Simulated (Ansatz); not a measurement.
The first iterations of a band of C2H7GaO (11 atoms, charge 0, multiplicity 1).

Level of theory: RKS B3LYP/def2-SVP (Ansatz).

| Quantity | Value |
| --- | --- |
| movable images | 7 |
| climbing image | yes |
| spring | 5.0 eV/Å² |
| optimiser | quadratic models (default) |
| start path | through a guess of the saddle point |
| force threshold | 0.03 eV/Å |
| iteration limit | 60 |
| end points | relaxed |

First end point:

```xyz
11
Properties=species:S:1:pos:R:3
C -0.916 1.567 0.072
Ga 0.336 0.304 -0.818
C 1.103 -1.200 0.245
O -0.128 -1.980 0.223
H -1.020 1.386 1.153
H -0.554 2.601 -0.067
H -1.914 1.514 -0.395
H 0.484 0.300 -2.390
H 1.454 -1.020 1.275
H 1.868 -1.794 -0.276
H -0.650 -1.735 0.999
```

Last end point:

```xyz
11
Properties=species:S:1:pos:R:3
C -0.941 2.053 0.067
Ga -0.135 0.273 -0.194
C 0.955 -0.907 0.746
O 1.094 -2.196 -0.183
H -0.576 2.523 0.993
H -0.693 2.712 -0.781
H -2.038 1.973 0.123
H -0.551 -0.708 -1.453
H 0.606 -2.912 0.256
H 1.828 -0.954 1.400
H 0.517 -1.914 -0.953
```

| iteration | highest image above the first end (eV) | largest band force component (eV/Å) |
| --- | --- | --- |
| 1 | 9.434 | 20.125 |
| 2 | 5.801 | 4.300 |
| 3 | 4.376 | 3.181 |
| 4 | 3.800 | 3.140 |
| 5 | 3.559 | 1.656 |
| 6 | 3.379 | 1.036 |
| 7 | 3.302 | 2.440 |
| 8 | 3.160 | 2.641 |
| 9 | 3.142 | 2.133 |
| 10 | 3.133 | 2.305 |
| 11 | 3.125 | 2.085 |
| 12 | 3.070 | 2.866 |
| 13 | 3.159 | 1.967 |
| 14 | 3.110 | 1.205 |
| 15 | 3.101 | 1.033 |
| 16 | 3.024 | 0.488 |
| 17 | 3.086 | 1.059 |
| 18 | 3.079 | 1.012 |
| 19 | 3.058 | 0.806 |

**Question.** Does the band converge within its limit, and where does its top end?

**Answer.** It converged. It ended after 57 iterations with the highest image 3.227 eV above the first end. Beside the main top the profile has a ripple of under 15 meV (maxima at images 3, 6), which may be a very shallow well or noise. A structure lower than the first end lies on the path between it and the top, so the climb from that side starts below the end, which may itself be a saddle point or a shallow side well. Neighbouring images differ by up to 3.2 eV, so the band resolves the path poorly. A vibrational analysis at the climbing image gives one clearly imaginary mode, 716i cm⁻¹: a first-order saddle point. The orbitals stay closed-shell, which can raise the energy where a bond breaks towards radicals; this wasn't checked here.

Run time: 19 min on 2 threads of Arm Neoverse V1, with other jobs on the host, peak memory 0.25 GiB.
